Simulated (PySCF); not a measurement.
Precursor series W F-NH2. Isolated molecules, 0 K electronic values unless said otherwise. One relaxed conformer stands for each flexible species; it need not be the lowest.

The LUMO from two functionals at the same geometries (BP86-D3(BJ)/def2-SVP), both in PySCF: PBE-D3(BJ)/def2-TZVP and B3LYP-D3(BJ)/def2-TZVP. B3LYP has the VWN-RPA correlation part, as in Gaussian. 

| species | B3LYP-D3(BJ)/def2-TZVP (eV) |
|---|---|
| 1 of 6 F replaced by NH2 | -4.57 |
| 2 of 6 F replaced by NH2 ([W(F)4(NH2)2]) | -3.41 |
| 3 of 6 F replaced by NH2 | -2.89 |
| 4 of 6 F replaced by NH2 ([W(F)2(NH2)4]) | -2.34 |
| 5 of 6 F replaced by NH2 | -1.95 |
| 6 of 6 F replaced by NH2 | -1.48 |

Q: What does PBE-D3(BJ)/def2-TZVP give for each?

A: 
- 1 of 6 F replaced by NH2: -4.93
- 2 of 6 F replaced by NH2 ([W(F)4(NH2)2]): -3.83
- 3 of 6 F replaced by NH2: -3.30
- 4 of 6 F replaced by NH2 ([W(F)2(NH2)4]): -2.81
- 5 of 6 F replaced by NH2: -2.45
- 6 of 6 F replaced by NH2: -1.93
Over these rows, drawn at random from the members with no instability flagged (it was tested for open shells, ions and some series alone), PBE minus B3LYP-D3(BJ): mean -0.44 eV, from -0.50 eV to -0.36 eV.
